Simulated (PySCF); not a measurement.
Breaking a bond: K2, singlet.

Levels of theory: UHF/def2-TZVP (PySCF); RHF/def2-TZVP (PySCF); UKS-TPSSh = unrestricted TPSSh/def2-TZVP in PySCF; RKS-TPSSh = restricted TPSSh/def2-TZVP (PySCF); UKS-PBE = unrestricted PBE/def2-TZVP (PySCF); RKS-PBE = restricted PBE/def2-TZVP in PySCF 2.14.0; UKS-wB97X-V = unrestricted wB97X-V/def2-TZVP in PySCF 2.14.0; RKS-wB97X-V = restricted wB97X-V/def2-TZVP run with PySCF.

Scanned distances (Å): 3.02, 3.18, 3.38, 3.65, 3.75, 3.91, 4.01, 4.14, 4.23, 4.44, 4.60, 4.96, 5.45, 6.07, 6.69, 7.28, 8.04, 8.83, 9.76, 10.87, 11.90.

Q: Where does the unrestricted solution first break spin symmetry (<S²> of 0.01 or more)?

A: UHF: already at 3.02 Å; UKS-TPSSh: between 4.96 and 5.45 Å; UKS-PBE: between 4.96 and 5.45 Å; UKS-wB97X-V: between 4.96 and 5.45 Å.

| R / Å | <S²> UHF | E(RHF) − E(UHF) / mEh | <S²> UKS-TPSSh | E(RKS-TPSSh) − E(UKS-TPSSh) / mEh | <S²> UKS-PBE | E(RKS-PBE) − E(UKS-PBE) / mEh | <S²> UKS-wB97X-V | E(RKS-wB97X-V) − E(UKS-wB97X-V) / mEh |
|---|---|---|---|---|---|---|---|---|
| 3.02 | 0.41 | 1.8 | 0.00 | 0.0 | 0.00 | 0.0 | 0.00 | 0.0 |
| 3.18 | 0.43 | 1.7 | 0.00 | 0.0 | 0.00 | 0.0 | 0.00 | 0.0 |
| 3.38 | 0.44 | 1.9 | 0.00 | 0.0 | 0.00 | 0.0 | 0.00 | 0.0 |
| 3.65 | 0.48 | 2.3 | 0.00 | 0.0 | 0.00 | 0.0 | 0.00 | 0.0 |
| 3.75 | 0.50 | 2.6 | 0.00 | 0.0 | 0.00 | 0.0 | 0.00 | 0.0 |
| 3.91 | 0.54 | 3.1 | 0.00 | 0.0 | 0.00 | 0.0 | 0.00 | 0.0 |
| 4.01 | 0.56 | 3.5 | 0.00 | 0.0 | 0.00 | 0.0 | 0.00 | 0.0 |
| 4.14 | 0.60 | 4.1 | 0.00 | 0.0 | 0.00 | 0.0 | 0.00 | 0.0 |
| 4.23 | 0.62 | 4.6 | 0.00 | 0.0 | 0.00 | 0.0 | 0.00 | 0.0 |
| 4.44 | 0.68 | 5.9 | 0.00 | 0.0 | 0.00 | 0.0 | 0.00 | 0.0 |
| 4.60 | 0.71 | 7.0 | 0.00 | 0.0 | 0.00 | 0.0 | 0.00 | 0.0 |
| 4.96 | 0.79 | 10.0 | 0.00 | 0.0 | 0.00 | 0.0 | 0.00 | 0.0 |
| 5.45 | 0.87 | 14.7 | 0.25 | 0.3 | 0.16 | 0.1 | 0.68 | 2.4 |
| 6.07 | 0.93 | 21.2 | 0.47 | 1.8 | 0.51 | 1.0 | 0.87 | 8.0 |
| 6.69 | 0.97 | 27.6 | 0.63 | 3.7 | 0.77 | 2.6 | 0.95 | 14.6 |
| 7.28 | 0.98 | 33.3 | 0.74 | 5.7 | 0.91 | 4.4 | 0.98 | 20.8 |
| 8.04 | 0.99 | 39.6 | 0.85 | 8.1 | 0.98 | 6.7 | 1.00 | 28.1 |
| 8.83 | 1.00 | 45.1 | 0.99 | 10.2 | 0.99 | 8.5 | 1.00 | 34.3 |
| 9.76 | 1.00 | 50.3 | 1.00 | 12.1 | 1.00 | 9.8 | 1.00 | 39.9 |
| 10.87 | 1.00 | 54.9 | 1.00 | 13.3 | 1.00 | 10.5 | 1.00 | 44.6 |
| 11.90 | 1.00 | 58.0 | 1.00 | 14.0 | 1.00 | 10.9 | 1.00 | 47.7 |
